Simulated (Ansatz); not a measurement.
Start from `OC1[SiH2]S1` and change one atom or group to get `C1[SiH2]S1`.

Ansatz, PBE0-D4/def2-TZVP geometries, multiplicity 1. Each molecule was computed in one conformer, which needn't be the lowest.

```csv
property,`OC1[SiH2]S1`
HOMO–LUMO gap (ωB97M-V/def2-TZVPP) / eV,10.62
LUMO energy (PBE/def2-TZVPP) / eV,-1.27
LUMO energy (PBE0/def2-TZVPP) / eV,-0.44
size of the dipole moment (ωB97M-V/def2-TZVPP) / D,1.17
size of the dipole moment (PBE/def2-TZVPP) / D,1.18
size of the dipole moment (B3LYP/def2-TZVPP) / D,1.19
```

(1) Give the same properties after the change, and the shifts. (An estimate is asked.)

## Answers

(1) Computed: 
```json
{"property": "HOMO–LUMO gap (ωB97M-V/def2-TZVPP) / eV", "`C1[SiH2]S1`": "10.51", "shift": "-0.11"}
{"property": "LUMO energy (PBE/def2-TZVPP) / eV", "`C1[SiH2]S1`": "-1.22", "shift": "0.05"}
{"property": "LUMO energy (PBE0/def2-TZVPP) / eV", "`C1[SiH2]S1`": "-0.39", "shift": "0.05"}
{"property": "size of the dipole moment (ωB97M-V/def2-TZVPP) / D", "`C1[SiH2]S1`": "1.77", "shift": "0.60"}
{"property": "size of the dipole moment (PBE/def2-TZVPP) / D", "`C1[SiH2]S1`": "1.62", "shift": "0.44"}
{"property": "size of the dipole moment (B3LYP/def2-TZVPP) / D", "`C1[SiH2]S1`": "1.75", "shift": "0.56"}
```

With PBE0 the HOMO rises by 0.16 eV and the LUMO rises by 0.05 eV, so the gap narrows by about 0.11 eV. PBE moves the HOMO by 0.14 eV and ωB97M-V by 0.14 eV. The zero-point energy changes by -12.6 kJ/mol with -3 modes. Dipoles are sizes alone; their direction can turn.

B3LYP here is the variant with VWN-RPA as its local correlation; programs differ in this.
